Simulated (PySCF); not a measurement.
Chain-length series, silicon-germanium chain mercapto/mercapto (end groups after the name). All species are isolated molecules in the gas phase. One relaxed conformer stands for each flexible species; it need not be the lowest. Strings in code marks are SMILES.

Computed with r2SCAN-D4/def2-TZVP // r2SCAN-D4/def2-SVP (PySCF 2.14.0). All candidates: neutral, multiplicity 1. Excitations are Tamm–Dancoff values on a coarser integration grid. The basis has no diffuse functions, so Rydberg states are missing or too high.

```yaml
HOMO–LUMO gap: 4.65 eV
LUMO: -1.50 eV
T1 excitation (TDA): 4.34 eV
```

Task: Which member has these values?
(A) `S[SiH2][GeH2][SH]`
(B) `S[SiH2][GeH2][SiH2][GeH2][SiH2][GeH2][SH]`
(C) `S[SiH2][GeH2][SiH2][GeH2][SH]`

Result: B, `S[SiH2][GeH2][SiH2][GeH2][SiH2][GeH2][SH]`. The others give `S[SiH2][GeH2][SiH2][GeH2][SH]`: 4.40 eV, -1.74 eV, 4.10 eV; `S[SiH2][GeH2][SH]`: 4.83 eV, -1.35 eV, 4.43 eV
